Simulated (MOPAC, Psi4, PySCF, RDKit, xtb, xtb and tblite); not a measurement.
Two geometries of SMILES C=Cc1ccccc1OC (C9H10O), relaxed at GFN2-xTB with one dihedral held; other torsions can differ between them too.

Structure A

```
20

C      2.6003    -1.8626    -0.2127
C      1.9682    -0.7076    -0.0572
C      0.5424    -0.5644     0.2437
C     -0.0976    -1.4678     1.0895
C     -1.4151    -1.2940     1.4666
C     -2.1223    -0.1943     1.0107
C     -1.5149     0.7044     0.1537
C     -0.1943     0.5277    -0.2397
O      0.3402     1.4683    -1.0959
C      0.8134     0.9930    -2.3381
H      2.0831    -2.8067    -0.1666
H      3.6580    -1.9070    -0.4089
H      2.5143     0.2253    -0.1353
H      0.4676    -2.3015     1.4791
H     -1.8851    -2.0069     2.1275
H     -3.1475    -0.0413     1.3129
H     -2.0506     1.5621    -0.2239
H     -0.0248     0.6911    -2.9781
H      1.3357     1.8287    -2.8014
H      1.4962     0.1465    -2.2313
```

Structure B

```
20

C      2.7052    -1.8253     0.2571
C      1.7694    -1.2754    -0.5024
C      0.4833    -0.7885     0.0234
C     -0.2214    -1.6618     0.8568
C     -1.4597    -1.3529     1.3772
C     -2.0364    -0.1306     1.0698
C     -1.3565     0.7570     0.2666
C     -0.0980     0.4544    -0.2625
O      0.4304     1.4920    -0.9757
C      1.7115     1.4384    -1.5513
H      2.6020    -1.8855     1.3280
H      3.6170    -2.2178    -0.1601
H      1.9096    -1.2291    -1.5740
H      0.2263    -2.6210     1.0724
H     -1.9741    -2.0595     2.0104
H     -3.0088     0.1310     1.4589
H     -1.7733     1.7222     0.0243
H      1.7142     0.8493    -2.4733
H      1.9604     2.4717    -1.7969
H      2.4567     1.0424    -0.8571
```

Task: Which is lower in energy at the level B3LYP-D3(BJ)/def2-SVP // GFN2-xTB (Psi4), and by how much?

Result: A is lower, by 3.28 kcal/mol (dihedral C3–C8–O9–C10: 60° in A, 0° in B).

E(B) − E(A) in kcal/mol at the other levels, on the same two geometries: GFN2-xTB (xtb and tblite) 0.43; MMFF94 // GFN2-xTB (RDKit) 2.31; B3LYP/def2-SVP // GFN2-xTB (Psi4) 3.30; PBE/def2-SVP // GFN2-xTB (Psi4) 2.69; PBE-D3(BJ)/def2-SVP // GFN2-xTB (Psi4) 2.68; UFF // GFN2-xTB (RDKit) 2.12; AM1, restricted, heats of formation // GFN2-xTB (MOPAC) 2.39; PM7, restricted, heats of formation // GFN2-xTB (MOPAC) 0.84; GFN1-xTB // GFN2-xTB (xtb) 0.78; restricted B3LYP/6-31G*, spherical d, density fitting // GFN2-xTB (PySCF) 3.56; restricted B3LYP/3-21G, density fitting // GFN2-xTB (PySCF) 3.33; restricted Hartree-Fock/3-21G, density fitting // GFN2-xTB (PySCF) 4.26; restricted Hartree-Fock/6-31G*, spherical d, density fitting // GFN2-xTB (PySCF) 4.50.
